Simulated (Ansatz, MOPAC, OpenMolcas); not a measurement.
## A ladder of methods for GeH2ClF (SMILES [F][GeH2][Cl])

The species is GeH2ClF (5 atoms), meant as a singlet with charge 0. SMILES: `[F][GeH2][Cl]`. Geometry: relaxed at PBE0-D4/def2-TZVP.

Each level gives the HOMO–LUMO gap (eV). The values are calculated.

```csv
level,kind,program,value (eV),CPU time
AM1,semi-empirical,MOPAC,10.79,under 2 s
HF/aug-cc-pVDZ,Hartree–Fock,Ansatz,13.62,6 s
SVWN5/aug-cc-pVDZ,LDA,Ansatz,6.19,7.5 s
revPBE/aug-cc-pVDZ,GGA,OpenMolcas,6.35,28 s
r2SCAN/aug-cc-pVDZ,meta-GGA,OpenMolcas,7.10,36 s
BHLYP/aug-cc-pVDZ,global hybrid,OpenMolcas,10.47,26 s
wB97X/aug-cc-pVDZ,range-separated hybrid,Ansatz,12.70,39 s
B2PLYP/aug-cc-pVDZ,double hybrid,OpenMolcas,10.61,19 s
```

All-electron rows without a relativistic Hamiltonian named are non-relativistic. The values span 6.19 to 13.62 eV. Orbital gaps aren't excitation energies, and those of double hybrids come from the SCF part alone; they tend to grow with the share of exact exchange. Times are those of the runs behind each value, whatever else they computed, on shared processors of several kinds: orders of magnitude only.
